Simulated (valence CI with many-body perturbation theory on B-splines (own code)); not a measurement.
## As XI: input, log and results

Method: valence CI with perturbative core correlation (CI+MBPT): five valence electrons over a frozen Dirac-Fock core [Ar], radial functions for each j: 7 s, 7 p, 8 d, 6 f, 4 g, 1 h, with the one-electron correlation potential Σ1 (screened to all orders), the two-electron term Σ2, the three-electron term Σ3, Breit, model QED; selected single and double excitations, second order for the rest, scaled by the run's own slope (own B-spline code, finite nucleus).

Command, and the settings that its task file holds:

```sh
python run_cv.py task.json out
```

```
atom As  Z=33  mass_number=75  rms_radius_fm=4.0968
core [Ar]
valence 3d5
avg = 1
basis = M
beyond = 1
breit = 1
cap = 32000
capref = 2200
cscale = 1
de = 0.0
dress = 0
eps = 2e-08
extrap = 1
h = 0.27
hh = 1
l2 = 3
lcore = 6
maxit = 60
n2 = 5
natural = 1
nlev = 190
nno = [4, 4, 5, 4, 3, 1]
nroot = 40
nsp = [3, 3, 3, 2, 1, 0]
pt2 = 1
qed = 1
rpa = 1
s1 = 1
s2 = 1
s3 = 1
screen = 1
tol = 2e-05
whole = 1
```

Roughly how long does this run take on one core of Intel(R) Xeon(R) Processor @ 2.30GHz, and how much memory?

13 min on 1 thread of Intel(R) Xeon(R) Processor @ 2.30GHz (shared host), peak memory 1.4 GiB.

Log. The first blocks belong to the next ion, which gives the ionisation energy. Fields: 2J, parity (1 odd), roots, reference size, generating configurations, candidates as configurations/state functions, variational space P, stored matrix elements, Davidson steps; e2 is the range of second-order energies in hartree. The first line gives the box (bohr), its intervals, the orbitals and the steps of their self-consistent field. Window is the range of levels sought, series limit the energy at which the first omitted orbital would enter, core excitation an estimate of the first excitation out of the core, left out the lowest levels not solved, and shifts from estimates the range by which levels moved from their first estimate, all in cm⁻¹.

```
rmax 10.4 intervals 62 orbitals 59 references ['3d5', '3d4 4s', '3d4 4p'] scf 6 t 2.0
2J=0 par=0 roots 2 ref 17 generators 7 cand 1645/3170 P 1658/3187 nnz 2e+06 it 5
2J=0 par=0 roots 2 ref 17 generators 14 cand 1214/3289 P 2872/6476 nnz 4.7e+06 it 6
   second order: generators 25 cand 15378/37895 e2 -0.00007 -0.00004
2J=2 par=0 roots 2 ref 36 generators 5 cand 572/3110 P 587/3146 nnz 2.4e+06 it 6
2J=2 par=0 roots 2 ref 36 generators 12 cand 1843/10280 P 2430/13426 nnz 2.5e+07 it 6
   second order: generators 29 cand 14457/95952 e2 -0.00011 -0.00006
2J=4 par=0 roots 2 ref 51 generators 6 cand 374/3127 P 390/3178 nnz 2.5e+06 it 6
2J=4 par=0 roots 2 ref 51 generators 13 cand 1781/12775 P 2171/15953 nnz 4.3e+07 it 9
   second order: generators 24 cand 13666/131766 e2 -0.00015 -0.00010
reference levels 1767, estimated 541, window 1013639 1/cm; series limit 1950304, core excitation 686807
2J=5 par=0 roots 24 ref 152 generators 12 cand 116/2102 P 547/7624 nnz 9.6e+06 it 8
2J=5 par=0 roots 24 ref 152 generators 27 cand 1588/23362 P 2135/30986 nnz 1.2e+08 it 9
   second order: generators 74 cand 70817/2410517 e2 -0.00547 -0.00197
2J=11 par=0 roots 8 ref 67 generators 14 cand 347/3842 P 634/6253 nnz 6.7e+06 it 11
2J=11 par=0 roots 8 ref 67 generators 32 cand 1974/25262 P 2608/31515 nnz 1.2e+08 it 9
   second order: generators 74 cand 72940/2354651 e2 -0.01832 -0.00139
2J=7 par=0 roots 21 ref 137 generators 17 cand 104/1735 P 472/6545 nnz 7.1e+06 it 7
2J=7 par=0 roots 21 ref 137 generators 33 cand 1629/25386 P 2101/31931 nnz 1.3e+08 it 10
   second order: generators 107 cand 87817/3194299 e2 -0.02371 -0.00239
2J=9 par=0 roots 15 ref 107 generators 17 cand 161/2322 P 496/6125 nnz 6.6e+06 it 10
2J=9 par=0 roots 15 ref 107 generators 37 cand 1789/24977 P 2285/31102 nnz 1.2e+08 it 10
   second order: generators 104 cand 85408/3056528 e2 -0.02396 -0.00207
2J=3 par=0 roots 19 ref 127 generators 11 cand 149/2081 P 565/6378 nnz 6.6e+06 it 8
2J=3 par=0 roots 19 ref 127 generators 22 cand 2301/25605 P 2866/31983 nnz 1.2e+08 it 9
   second order: generators 85 cand 76667/2010435 e2 -0.00273 -0.00124
2J=1 par=0 roots 13 ref 74 generators 12 cand 508/3793 P 927/6292 nnz 5.5e+06 it 7
2J=1 par=0 roots 13 ref 74 generators 29 cand 4074/25801 P 5001/32093 nnz 1e+08 it 8
   second order: generators 81 cand 69634/884512 e2 -0.00082 -0.00018
2J=13 par=0 roots 4 ref 35 generators 7 cand 564/3984 P 883/6348 nnz 6e+06 it 8
...
2J=9 par=1 roots 1 ref 160 generators 15 cand 1269/25401 P 1717/31716 nnz 1.2e+08 it 12
   second order: generators 34 cand 40052/1187944 e2 -0.00342 -0.00342
2J=11 par=1 roots 1 ref 114 generators 4 cand 281/5082 P 566/7601 nnz 8.8e+06 it 5
2J=11 par=1 roots 1 ref 114 generators 11 cand 2038/31171 P 2604/38772 nnz 1.7e+08 it 8
   second order: generators 25 cand 29312/855109 e2 -0.00137 -0.00137
2J=13 par=1 roots 1 ref 68 generators 4 cand 386/4001 P 756/6336 nnz 6.4e+06 it 5
2J=13 par=1 roots 1 ref 68 generators 7 cand 2149/25788 P 2905/32124 nnz 1.2e+08 it 7
   second order: generators 23 cand 33661/659404 e2 -0.00173 -0.00173
left out: unestimated 1460379, estimated 1074385, shifts from estimates -273 to 708
operators 5.1
```

The Davidson iterations converged.

No measured levels were compared; by estimate terms of the open shell hold to 2 to 4 % of their energy, and close levels can change places. Among the levels kept, up to 1200 cm⁻¹ of a level comes from second order outside the variational space, and about a tenth of that is noise between levels of different J, which matters for small intervals. Excitations out of the core, of the other parity, are not computed and may begin above about 68.1 eV (a cautious bound); beyond it only levels of the ground parity were kept, without lifetimes.

```
Valence energy                            : -69.2349 hartree
Ionisation energy                         : 294.99 eV (NIST: 296 ± 2.4 eV (theoretical))
Reference configurations for the orbitals : 3d5, 3d4 4s, 3d4 4p
Radial orbitals                           : 59
Box radius                                : 10.42 bohr
Largest variational space                 : 38772
Lowest levels                             : 3d⁵ ⁶S_5/2 0.0, 3d⁵ ⁴G_5/2 61914, 3d⁵ ⁴G_11/2 62158, 3d⁵ ⁴G_7/2 62373, 3d⁵ ⁴G_9/2 62551, 3d⁵ ⁴P_5/2 67640, 3d⁵ ⁴P_3/2 68843, 3d⁵ ⁴P_1/2 70221, 3d⁵ ⁴D_7/2 75442, 3d⁵ ⁴D_1/2 77261, 3d⁵ ⁴D_5/2 78017, 3d⁵ ⁴D_3/2 78146, 3d⁵ ²I_11/2 89706, 3d⁵ ²I_13/2 90636 cm⁻¹
```

Names give the largest LS component (configuration and term), which can be under half, so a name can repeat, a term be missing and a line seem to break the LS rules; names also repeat where a configuration has a term twice.
